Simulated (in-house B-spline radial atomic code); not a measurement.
**Ionising K¹⁶⁺ with different functionals**

Computed with a radial B-spline atomic code at the basis-set limit: non-relativistic Hamiltonian, point nucleus, spin-polarised at highest spin, spherical fractional occupations for the functionals. The ionisation energy is the difference of two self-consistent energies, [He] 2s1 → 1s2, without Breit or QED terms; ε is the level of the shell that loses the electron (its least bound occupied spin orbital).

```json
{"method": "RPBE", "rung": "GGA", "ΔSCF (eV)": "?", "-ε(2s) (eV)": "?"}
{"method": "r2SCAN", "rung": "meta-GGA", "ΔSCF (eV)": "1028.21", "-ε(2s) (eV)": "1004.37"}
{"method": "SCAN", "rung": "meta-GGA", "ΔSCF (eV)": "?", "-ε(2s) (eV)": "?"}
{"method": "r2SCAN0", "rung": "global hybrid", "ΔSCF (eV)": "1028.50", "-ε(2s) (eV)": "1010.61"}
{"method": "B97-1", "rung": "global hybrid", "ΔSCF (eV)": "1029.82", "-ε(2s) (eV)": "1008.28"}
{"method": "CAM-B3LYP", "rung": "range-separated hybrid", "ΔSCF (eV)": "1030.56", "-ε(2s) (eV)": "1010.18"}
{"method": "HSE06", "rung": "range-separated hybrid", "ΔSCF (eV)": "1030.23", "-ε(2s) (eV)": "1008.96"}
```

Task: What does RPBE give?

Result: ΔSCF 1030.92 eV, and -ε(2s) = 1002.95 eV.

Task: What does SCAN give?

Result: ΔSCF 1028.40 eV, and -ε(2s) = 1004.59 eV.

Task: Among the functionals, which spreads more, the ΔSCF values or the orbital energies?

Result: The orbital energies: ΔSCF values span about 2.71 eV and the orbital energies 7.66 eV.

Task: How do they compare with the NIST value?

Result: NIST lists 1034.54 eV ± 0.007 (tabulated theory, ground level to ground level). Errors run from -6.34 to -3.62 eV. The correlated functionals all miss on the same side by more than they spread, so the cause is common to them (relativity, Breit-QED terms, or a listed next ion that isn't the cheapest removal here) and closeness doesn't rank the functionals.
